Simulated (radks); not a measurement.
The cobalt ion Co2+ inside a hard spherical wall (all orbitals vanish at R), configuration held at [Ar] 3d7 and not refilled when levels cross. All-electron calculation, non-relativistic Kohn-Sham, PBE, spin-unpolarised, spherical densities, point nucleus. Program: a radial shooting solver on a logarithmic mesh with Libxc functionals. Eigenvalues in eV, with the zero of energy where the potential of the charges vanishes at infinity; a dash marks a level that is unbound or too diffuse for the functional's potential to be trusted. A positive occupied level is held by the wall or, in an anion where self-interaction has pushed it up, behind a barrier. The pressure on the wall is -dE/dV.

R (bohr)  E (hartree)  kinetic (hartree)    e(2p)    e(3s)    e(3p)    e(3d)  e(4s, empty)  e(4p, empty)  pressure (GPa)
free      -1381.46004           1380.434  -785.26  -118.84  -84.066  -27.245       -20.639       -14.590               0
10        -1381.46004           1380.434  -785.26  -118.84  -84.066  -27.245       -20.638       -14.589        < 0.0001
8         -1381.46004           1380.434  -785.26  -118.84  -84.066  -27.245       -20.637       -14.575        < 0.0001
6         -1381.45991           1380.436  -785.25  -118.83  -84.056  -27.235       -20.563       -14.301          0.0202
4         -1381.44581           1380.548  -784.60  -118.29  -83.520  -26.699       -18.302       -10.320            4.76
3.5       -1381.41550           1380.741  -783.63  -117.50  -82.753  -25.897       -15.398        -6.221            19.4
3         -1381.31896           1381.275  -781.33  -115.72  -81.018  -23.997        -8.775         2.276            86.0
2.5       -1380.98628           1382.938  -775.74  -111.69  -77.018  -19.360         7.319        21.251             449
